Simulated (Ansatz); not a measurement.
Mo(O)2(OH)2 anion (H2MoO4), SMILES [O]=[Mo](=[O])([OH])[OH] (connectivity only; charge and spin as stated), charge -1, multiplicity 2.

Geometry: B3LYP-D3(BJ)/def2-SVPD. The spin state was assumed, not searched. The isomer is the one that the SMILES or the coordinates give; other isomers of the formula were not compared. The def2 effective core potentials stand for the cores of Mo; spin–orbit coupling is left out. One conformer was computed; it need not be the lowest.

Two levels are set side by side: PBE/def2-SVPD (Ansatz, a program for electronic structure) and PBE0/def2-SVPD (Ansatz). Energy differences of separate SCF runs at the same geometry; the states with an electron removed or added have multiplicity 1. Differences are taken from unrounded values.

| quantity | PBE0 |
|---|---|
| vertical ionisation energy (eV) | 2.48 |

What does PBE give, and how far is it from PBE0? (Estimate from the structure and the level; the computed values follow.)


```csv
quantity,PBE,PBE minus PBE0
vertical ionisation energy (eV),1.93,-0.55
```
